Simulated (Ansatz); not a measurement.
The same path of C2H5AlBClO (11 atoms, charge 0, multiplicity 1) was run twice with different band settings. Lost on the way: B4–H10. Made: O6–H10.

Theory: Ansatz, RKS PBE0/def2-SVP.

Relaxed end points:

```xyz
11
Properties=species:S:1:pos:R:3
C 0.895 -0.756 -0.687
C 0.823 -0.508 0.789
Cl 2.149 -1.353 1.596
B -0.100 0.262 1.606
Al -1.328 0.988 0.182
O -2.244 1.523 -1.090
H 0.812 -1.830 -0.924
H 0.085 -0.244 -1.251
H 1.849 -0.402 -1.115
H -0.169 0.465 2.788
H -2.706 1.797 -1.874
```

```xyz
11
Properties=species:S:1:pos:R:3
C 1.534 -1.299 -1.154
C 0.530 -0.465 -0.460
Cl 0.761 -0.324 1.339
B -0.627 0.327 -0.663
Al -2.404 1.632 -0.516
O -1.817 1.561 1.486
H 1.530 -2.339 -0.785
H 1.307 -1.319 -2.230
H 2.556 -0.903 -1.027
H -2.260 2.009 2.215
H -1.045 1.062 1.816
```

Common settings: spring 5.0 eV/Å²; optimiser quadratic models (default); start path through a guess of the saddle point; force threshold 0.05 eV/Å; iteration limit 60; end points relaxed.

| run | movable images | climbing image |
| --- | --- | --- |
| 1 | 7 | yes |
| 2 | 1 | no |

(1) What does each run give, and how far can it be trusted?

Results:

(1) Run 1: converged after 44 iterations, highest image 2.801 eV above the first end. The profile has 2 maxima (images 5, 7) with wells between them (image 6): this band takes more than one step, which may be the mechanism or a detour left from its start path. Neighbouring images differ by up to 2.2 eV, so the band resolves the path poorly. A vibrational analysis at the climbing image gives one clearly imaginary mode, 1342i cm⁻¹: a first-order saddle point.
Run 2: converged after 52 iterations, highest image 2.276 eV above the first end. The highest image is an end point: on this band no image between the ends rises above it. So few images can step over the top or miss a turn of the path.
The orbitals stay closed-shell, which can raise the energy where a bond breaks towards radicals; this wasn't checked here.
